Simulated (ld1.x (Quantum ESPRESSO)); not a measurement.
## Building the PAW potential for As (PBE, fully relativistic).

ld1.x (Quantum ESPRESSO) 7.5 input, shortened:

```
&input
   title='As', zed=33., rel=2, dft='PBE', iswitch=3,
   config='[Ar] 3d10 4s1.75 4p3.25', rel_dist='average'
 /
 &inputp
   pseudotype=3, lpaw=.true., tm=.true., lloc=-1, rcloc=1.30,
   nlcc=.true., new_core_ps=.true., rcore=1.00,
   which_augfun='PSQ', rmatch_augfun=1.25
 /
4
4S  1  0   1.75   0.00  1.50  1.85  0.0
4S  1  0   0.00   0.95  1.50  1.85  0.0
4P  2  1   3.25   0.00  1.20  1.65  0.0
4P  2  1   0.00   2.54  1.20  1.65  0.0
 &test
   configts(1)='4s1.75 4p3.25'
 /
```

Open shells are filled in proportion to 2j + 1 (rel_dist='average').

All-electron outer shells of the reference configuration (PBE, scalar-relativistic, ld1.x):

```csv
shell,level (eV),outermost node (bohr),outermost maximum (bohr)
3p,-134.11,0.22,0.52
3d,-41.07,–,0.47
4s,-14.72,0.73,1.61
4p,-5.36,0.78,1.97
```

Calculated quality:

```json
{"Largest excitation error": "-465 meV (all-electron minus pseudo) for 4s1 4p0, out of 7 test configurations", "Density cutoff estimated by the generator": "168 Ry"}
```

The ghost test of this file was not conclusive.

Generation and tests took about 1.6 s on one core of a shared server CPU.
